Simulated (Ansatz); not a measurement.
Consider the ligand exchange at a Ge–N bond: `[NH2][GeH]([F])[Cl]` + HI → `[F][GeH]([Cl])[I]` + NH₃.

Isolated molecules relaxed with PBE0-D4/def2-TZVP in Ansatz; ΔE leaves out vibrations. CBS: MP2 limit from def2 TZ/QZ plus the TZ coupled-cluster correction, frozen cores. This one scheme is used for every species. DFT in def2-TZVPP. Elements past krypton have def2 core potentials. For Ge, I outer-core shells are correlated without core-valence functions, which leaves a few kJ/mol of doubt a bond. Scalar relativity is left out up to krypton. One conformer a species, not always the lowest.

```
             level  ΔE (kJ/mol)  difference from CCSD(T)/CBS
       LDA (SPW92)        -52.2                          3.6
         revPBE-D4        -61.4                         -5.6
        r2SCAN0-D4        -58.4                         -2.6
           ωB97X-V        -51.5                          4.3
            r2SCAN        -58.5                         -2.7
         CAM-B3LYP        -47.4                          8.4
     CCSD/def2-SVP        -40.2                         15.6
  CCSD(T)/def2-SVP        -41.0                         14.8
    MP2/def2-TZVPP        -54.2                          1.6
SCS-MP2/def2-TZVPP        -50.3                          5.5
       CCSD(T)/CBS        -55.8                            0
```

Question: What do rigid-rotor, harmonic-oscillator terms from PBE0-D4/def2-TZVP frequencies (298.15 K, 1 bar) make of the CCSD(T)/CBS value? (Estimate.)

Answer: Ansatz gave: ΔZPE = +10.4 kJ/mol, ΔH = -44.9 kJ/mol, ΔS = 3 J/(mol·K), ΔG = -45.8 kJ/mol.

Largest T1 diagnostic among the species: 0.011.

Leaving LDA and LC-ωPBE aside and taking each functional with its dispersion term where it has one, the values, not all of them listed here, spread over 13.3 kJ/mol, from PBE-D4 to CAM-B3LYP-D4. LDA lies +8.9 kJ/mol from PBE without D4. From BLYP to BHLYP (50 % exact exchange), in def2-TZVPP and without D4, ΔE moves by +4.4 kJ/mol.
